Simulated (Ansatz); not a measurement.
System: CH₆BN₂O, net charge -1, singlet state. It need not be the lowest isomer of its formula. Whether it binds its extra electron was not tested at this geometry. 
Geometry from a B3LYP-D3(BJ)/def2-TZVP (Ansatz, an electronic-structure program) optimisation:
```xyz
11

C      1.8315    -0.4345    -0.1560
O      0.4875    -0.7407    -0.3835
B     -0.4842     0.2057     0.1083
N     -0.1106     1.3668     0.7392
N     -1.8503    -0.3355    -0.1751
H      2.0985     0.5555    -0.5467
H      2.4504    -1.1976    -0.6490
H      2.0762    -0.4194     0.9150
H     -0.9079     1.9313     1.0273
H     -1.8924    -0.9567    -0.9734
H     -2.5661     0.3713    -0.2593
```
Charge -1, spin multiplicity 1.

Parts of the frozen-core correlation energy in 6-31G* (Ansatz, hartree). Frozen orbitals: 5; correlated occupied orbitals by spin: 15 and 15; virtual: 67 and 67. Spin-orbit coupling is left out. No relativistic terms.

| term | value |
|---|---|
| reference (HF) | -249.85315 |
| MP2 opposite-spin | -0.53369 |
| MP2 same-spin | -0.18556 |
| CCSD correlation | -0.75757 |
| (T) | -0.02020 |
| T1 diagnostic | 0.013 |
| largest doubles amplitude | 0.034 |
